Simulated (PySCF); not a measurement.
# Optical rotation: `C#C[C@@H]1CCC[C@@H]1C`, C₈H₁₂

Geometry:
| atom | x (Å) | y (Å) | z (Å) |
| --- | --- | --- | --- |
| C1 | 2.122 | 1.790 | -0.087 |
| C2 | 1.155 | 1.242 | 0.359 |
| C3 | -0.005 | 0.564 | 0.902 |
| C4 | 0.395 | -0.774 | 1.539 |
| C5 | 0.479 | -1.761 | 0.364 |
| C6 | -0.281 | -1.103 | -0.802 |
| C7 | -0.979 | 0.124 | -0.207 |
| C8 | -1.291 | 1.202 | -1.234 |
| H9 | 2.966 | 2.277 | -0.476 |
| H10 | -0.488 | 1.230 | 1.625 |
| H11 | -0.382 | -1.082 | 2.240 |
| H12 | 1.336 | -0.701 | 2.083 |
| H13 | 1.517 | -1.939 | 0.087 |
| H14 | 0.039 | -2.722 | 0.635 |
| H15 | -0.992 | -1.785 | -1.267 |
| H16 | 0.422 | -0.774 | -1.568 |
| H17 | -1.911 | -0.189 | 0.276 |
| H18 | -0.377 | 1.545 | -1.713 |
| H19 | -1.960 | 0.812 | -1.998 |
| H20 | -1.770 | 2.056 | -0.760 |

The calculation used TDDFT LC-wPBE/def2-SVPD circular dichroism and optical rotation, one conformer, gas phase in PySCF. Geometry: GFN2-xTB.

Singlets 2 and 3 lie within 0.01 eV of each other, so their separate moments and overlaps can depend on how they mix.

Stereocentres: C3 R, C7 S.

Problem. What is the specific rotation at 633, 589.3, 546, 436, 405, 365, 355 nm?

Solution. [α] in deg dm⁻¹ (g/mL)⁻¹:
```csv
λ (nm),origin-invariant length gauge,modified velocity gauge,length gauge (centre of mass),isotropic polarisability (au)
633,-58.7,-58.2,-58.5,86.8
589.3,-68.5,-68.0,-68.3,87.1
546,-80.9,-80.3,-80.7,87.4
436,-134.3,-133.2,-133.8,88.7
405,-159.6,-158.3,-159.0,89.3
365,-205.2,-203.5,-204.4,90.4
355,-219.8,-218.0,-219.0,90.7
```

Problem. And for the mirror image at 589.3 nm?

Solution. +68.5 deg dm⁻¹ (g/mL)⁻¹ (origin-invariant length gauge): the same size and the opposite sign.

Problem. What is the molar rotation [Φ] = [α]·M/100 of the geometry above at 589.3 nm?

Solution. With M = 108.18 g/mol, -74.1 deg cm² dmol⁻¹ (origin-invariant length gauge).

The first excitation lies at 6.72 eV (185 nm) with R = +0.1 × 10⁻⁴⁰ esu² cm² (velocity form).
